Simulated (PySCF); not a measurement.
A TDDFT job was run through a driver script with this input:

```
{"job": {"kind": "uv", "xc": "CAM-B3LYP", "basis": "def2-SVPD", "nstates": 8, "ntriplets": 3}, "charge": 0, "multiplicity": 1}
Si     2.319823     0.992826     0.870454
O      0.858233     0.471764     0.426580
C      0.511952    -0.587913    -0.475391
Si     0.057643    -2.125335     0.555656
Si    -0.855148     0.186321    -1.573173
Si    -2.382983     1.241778    -0.206295
H      3.125107     1.357152    -0.301417
H      3.062840    -0.027147     1.619599
H      1.919300     2.132243     1.680898
H      1.384888    -0.826769    -1.093759
H      1.226226    -2.565981     1.320973
H     -1.026991    -1.777843     1.472143
H     -0.348711    -3.179446    -0.375323
H     -1.372967    -0.893141    -2.430440
H     -0.169730     1.110952    -2.493519
H     -3.445875     1.863907    -1.007908
H     -1.810083     2.312306     0.611937
H     -3.062283     0.320645     0.714016
```

Method used: PySCF, TDDFT CAM-B3LYP/def2-SVPD, vertical, gas phase, core orbitals frozen in the response. Job line and output are in the format of a driver script around the code.

Give the output.

```
coarse grid: 16112 points
cycle   1  E = -1277.7682713147  dE =  1.298e-01  |g| = 6.467e-01  |ddm| = 5.321e+00
cycle   2  E = -1277.6989439604  dE =  6.933e-02  |g| = 9.140e-01  |ddm| = 2.077e+00
cycle   3  E = -1277.8541802615  dE = -1.552e-01  |g| = 5.606e-02  |ddm| = 1.102e+00
cycle   4  E = -1277.8550114870  dE = -8.312e-04  |g| = 1.466e-02  |ddm| = 1.478e-01
cycle   5  E = -1277.8550829458  dE = -7.146e-05  |g| = 3.269e-03  |ddm| = 4.847e-02
cycle   6  E = -1277.8550861187  dE = -3.173e-06  |g| = 1.108e-03  |ddm| = 7.438e-03
final grid: 134584 points
cycle   7  E = -1278.0278224713  dE = -1.194e-05  |g| = 1.539e-03  |ddm| = 4.792e-02
cycle   8  E = -1278.0278223815  dE =  8.982e-08  |g| = 1.931e-03  |ddm| = 6.581e-03
cycle   9  E = -1278.0278230299  dE = -6.483e-07  |g| = 1.626e-04  |ddm| = 2.225e-03
cycle  10  E = -1278.0278230379  dE = -8.032e-09  |g| = 5.863e-05  |ddm| = 5.553e-04
cycle  11  E = -1278.0278230391  dE = -1.233e-09  |g| = 9.402e-06  |ddm| = 1.612e-04
cycle  12  E = -1278.0278230392  dE = -3.820e-11  |g| = 5.181e-06  |ddm| = 3.261e-05
converged SCF energy = -1278.0278230392

Static polarisability (au): isotropic 124.423, principal 116.776 122.712 133.780

Singlet excitations
state   eV       nm        f      main configurations
  1   6.2304    199.0   0.01698   H->L 0.89
  2   6.9229    179.1   0.00102   H->L+2 0.66
  3   7.0687    175.4   0.02989   H->L+1 0.55, H->L+3 0.15
  4   7.2346    171.4   0.02171   H-1->L 0.74
  5   7.4688    166.0   0.02494   H->L+5 0.23, H->L+3 0.20, H->L+8 0.13
  6   7.5254    164.8   0.02243   H->L+3 0.42, H->L+5 0.17, H->L+1 0.10
  7   7.5684    163.8   0.01002   H-1->L+2 0.30, H-1->L+3 0.25, H-1->L+1 0.18
  8   7.5928    163.3   0.04229   H-2->L 0.41, H-1->L+1 0.14

Triplet excitations (Tamm-Dancoff, eV): 5.9272 6.4911 6.6087
```

One conformer (not necessarily the lowest) at the GFN2-xTB geometry, without solvent, vibrations or thermal averaging.

The SCF starts on a coarse grid; the energy jumps when the final grid takes over, and dE counts afresh there. H and L stand for HOMO and LUMO.

The run took 57 s on Arm Neoverse V1, one thread, no GPU, shared host with 32 logical CPUs at a one-minute load of 13, and the process peaked at 1.1 GiB of memory.

Shape of the structure used: `[SiH3:1][O:2][C@@H:3]([SiH3:4])[SiH2:5][SiH3:6]`: Si1–O2–C3–Si4 100°, O2–C3–Si5–Si6 -47°.

Without π bonds the low states are Rydberg-like; a valence basis with one diffuse set may place them up to an eV too high.
